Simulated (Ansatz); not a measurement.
Mulliken charges of `N#[C][GeH]([F])[F]` from B3LYP/def2-TZVPP in Ansatz (PBE0-D4/def2-TZVP geometry).

```tsv
atom	x (Å)	y (Å)	z (Å)	charge (e)
N1	1.935	-1.316	0.912	0.013
C2	1.049	-0.716	0.491	-0.219
Ge3	-0.433	0.316	-0.132	0.841
F4	-1.569	-0.795	-0.764	-0.337
F5	0.135	1.231	-1.461	-0.337
H6	-1.077	1.216	0.908	0.038
```

By hand: the dipole of these point charges (1 e Å = 4.8032 D).

Σ q r = (-0.126, 0.305, 0.578) e Å, of length 0.666 e Å = 3.20 D.

How does the dipole of the full density compare? (Estimate.)

Ansatz gave: (-0.387, 0.415, 0.260) e Å, 3.00 D; the point charges give 1.07 times that, at 38° from its direction.

Point charges leave out the atoms' own dipoles, such as those of lone pairs, and Mulliken's split depends on the basis, so the two needn't agree.

B3LYP here is the variant with VWN-RPA as its local correlation; programs differ in this.
